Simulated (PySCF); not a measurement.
**Identify the compound**

The spectra below were simulated for a compound CH12O3Si4.

$^{1}$H NMR (300 MHz, computed): δ 4.56 (s, 6H), 4.54 (q, 2H), 3.70 (s, 1H), 0.46 (t, 3H).

$^{13}$C{$^{1}$H} NMR (computed): δ 0.8 (CH3).

[PySCF 2.14: shielding tensors at HF/pcSseg-1 (GIAO); PBE0-D3(BJ)/def2-SVP structure; non-relativistic Hamiltonian; fast rotation and ring inversion assumed for equivalent nuclei; one conformer; gas phase]

Referencing at the same level of theory: $^{1}$H, $^{13}$C against TMS.

Question: Propose a structure and justify it.

Answer: 
1. Rings plus π bonds: 0.
2. Carbon types of the structure: 1 × CH3, leaving 9 H on heteroatoms.
3. δC 0.8: methyl carbon bonded to Si; an electropositive neighbour leaves it electron-rich and shielded.
4. δH 4.56: hydrogen on a silicon bonded to O.
5. δH 4.54: hydrogen on a silicon bonded to C, O.
6. δH 3.70: hydrogen on a silicon bonded to 3 O.
7. δH 0.46: hydrogen on a methyl carbon bonded to Si; an electropositive neighbour shields it, as in TMS itself.

The compound is SMILES C[SiH2]O[SiH](O[SiH3])O[SiH3].

The data come from this structure; uniqueness wasn't tested.

Shifts are as computed. Against solution values, carbons near 30 ppm lie about -0 ppm off and those near 130 ppm about +7 ppm. Of 1309 compounds with measured shifts, 239 miss one by over three times the rms of a fit or turn the order of signals round; such compounds aren't used in these exercises. No couplings were computed; multiplicities are counted from neighbouring protons, with m where these are inequivalent, close in shift, in a saturated or five-membered ring or joined by F or P, and br s for small geminal =CH2 splittings.
